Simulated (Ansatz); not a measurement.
Reaction (ligand exchange at the Si–C bond): `OC(S)[SiH2]F` + `CO[SiH](F)S` → `CO[SiH](F)S[SiH2]F` + `OCS`

Computed with Ansatz on PBE0-D4/def2-TZVP structures; ΔE is electronic, products minus reactants. CCSD(T)/CBS adds triple-zeta CCSD(T) − MP2 to the extrapolated MP2 energy (def2 sets, frozen cores). Functionals use def2-TZVPP. One conformer a species, not always the lowest.

Q: Is it downhill or uphill in electronic energy at CCSD(T)/CBS, and by how much? (Best estimate.)

A: Ansatz gave: Downhill: ΔE = -16.7 kcal/mol.

Q: What do these levels give: r2SCAN-D4, ωB97X-V, r2SCAN, CCSD(T)/def2-TZVPP, MP2/def2-QZVPP, HF/CBS(def2)? (Estimate.)

A: Computed: r2SCAN-D4 -16.8, ωB97X-V -16.2, r2SCAN -16.6, CCSD(T)/def2-TZVPP -16.0, MP2/def2-QZVPP -17.5, HF/CBS(def2) -17.4 kcal/mol.

Largest T1 diagnostic among the species: 0.012.

The D4 term adds −0.8 kcal/mol with B3LYP and −0.5 kcal/mol with PBE0; it sums over pairs of atoms, weighted by their polarisabilities, and B3LYP, whose exchange is more repulsive, gets the larger term. From PBE to PBE0 (25 % exact exchange), in def2-TZVPP and without D4, ΔE moves by −0.8 kcal/mol.

B3LYP here is the variant with VWN-RPA as its local correlation; programs differ in this.
